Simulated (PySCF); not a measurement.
Isomers of C9H8O, one GFN2-xTB conformer each. Single-point energies are computed at PBE0/pcSseg-1 (PySCF, gas phase, no added dispersion term), electronic only.

```tsv
SMILES	GFN2-xTB relative energy (kJ/mol)
CC#CC#C/C=C\C(C)=O	245.9
O=C/C=C/c1ccccc1	0.0
```

Conformers: `[CH3:1][C:2]#[C:3][C:4]#[C:5]/[CH:6]=[CH:7]\[C:8]([CH3:9])=[O:10]` with C6–C7–C8–C9 179°; `[O:1]=[CH:2]/[CH:3]=[CH:4]/[c:5]1[cH:6][cH:7][cH:8][cH:9][cH:10]1` with O1–C2–C3–C4 180°, C3–C4–C5–C6 0°.

Task: What does PBE0/pcSseg-1 give for the same structures?

Result: 
| SMILES | PBE0/pcSseg-1 E (Eh) | PBE0/pcSseg-1 (kJ/mol) | GFN2-xTB (kJ/mol) | point group |
| --- | --- | --- | --- | --- |
| O=C/C=C/c1ccccc1 | -422.42703 | 0.0 | 0.0 | Cs |
| CC#CC#C/C=C\C(C)=O | -422.30606 | 317.6 | 245.9 | – |

Both levels put the same isomer lowest. As drawn, the lower has an aromatic ring, which the higher lacks; the higher has a C≡C bond, which the lower lacks.

Task: Which frontier levels, dipoles and rotational constants go with these structures?

Result: 
```json
{"SMILES": "O=C/C=C/c1ccccc1", "HOMO (eV, PBE0/pcSseg-1)": "-7.16", "LUMO (eV)": "-2.30", "dipole (D)": "4.60", "A, B, C (MHz)": "4927, 585.4, 523.2"}
{"SMILES": "CC#CC#C/C=C\\C(C)=O", "HOMO (eV, PBE0/pcSseg-1)": "-6.60", "LUMO (eV)": "-2.31", "dipole (D)": "1.32", "A, B, C (MHz)": "3734, 481.7, 429.0"}
```
